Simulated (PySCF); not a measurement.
Spectrum to structure. Method used: TDDFT wB97X-D/def2-SVPD, vertical, gas phase, core orbitals frozen in the response in PySCF 2.14.0, density-fitted response routines. Geometries: PBE0-D3(BJ)/def2-SVP, one conformer each.

```tsv
state	E (eV)	f
S1	6.32	0.010
S2	6.78	0.0038
S3	7.35	0.0082
S4	7.42	0.024
S5	7.86	0.0046
S6	8.03	0.060
S7	8.41	0.017
S8	8.59	0.033
S9	8.75	0.109
S10	8.97	0.056
```

Question: Which candidate is it?
A. `[H][Si]([H])([H])N(CC)CC`
B. `CC[C@@H]1CC[SiH2]1`
C. `[H][Si]([H])(C)NC(C)C`

Answer: C. Its S1 lies at 6.32 eV; the nearest of the others has S1 at 5.91 eV. S1 is HOMO→LUMO (56%), HOMO→LUMO+1 (21%), HOMO→LUMO+2 (10%). Löwdin shares by element: HOMO nitrogen 54%, carbon 15% or more, silicon 11% (atoms not listed hold the other 19%); LUMO silicon 26%, carbon 20% or more, hydrogen 7% or more (atoms not listed hold the other 47%). At the same level the other candidates give, for their lowest levels:
- `CC[C@@H]1CC[SiH2]1`: 6.98 eV (f 0.032); 7.54 eV (f 0.044); 7.60 eV (f 0.042); 7.91 eV (f 0.011); 8.12 eV (f 0.006); T1 6.56 eV; HOMO -9.42, LUMO 2.02 eV
- `[H][Si]([H])([H])N(CC)CC`: 5.91 eV (f 0.008); 6.53 eV (f 0.003); 6.74 eV (f 0.028); 6.98 eV (f 0.026); 7.21 eV (f 0.015); T1 5.73 eV; HOMO -8.11, LUMO 2.10 eV
Triplets come from the Tamm–Dancoff approximation.

Without π bonds the low states are Rydberg-like; a valence basis with one diffuse set may place them up to an eV too high.
